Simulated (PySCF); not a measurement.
A series of related molecules

Theory: TDDFT B3LYP/def2-SVPD circular dichroism and optical rotation, one conformer, gas phase (PySCF 2.14.0). Geometry: GFN2-xTB.

Each molecule in one low-energy conformer. The parent is C[B@@H-]([PH3+])[C@H](C)C=O.

The molecule is flexible and this is one conformer; a measurement averages over conformers.

Problem. How does the specific rotation at 589.3 nm (origin-invariant length gauge) change along this series?
- C[B@@H-]([PH3+])[C@H](C)C=O (base)
- C[B@H-]([PH3+])[C@H](C)C=O (diastereomer)

Solution. 
```csv
molecule,[α]589 (deg dm⁻¹ (g/mL)⁻¹),S1 (eV),"R(S1), velocity form (10⁻⁴⁰ esu² cm²)"
C[B@@H-]([PH3+])[C@H](C)C=O,-140.8,4.30,-8.6
C[B@H-]([PH3+])[C@H](C)C=O,+224.9,4.36,+4.0
```
The specific rotation at 589.3 nm (origin-invariant length gauge) is lowest for C[B@@H-]([PH3+])[C@H](C)C=O and highest for C[B@H-]([PH3+])[C@H](C)C=O.
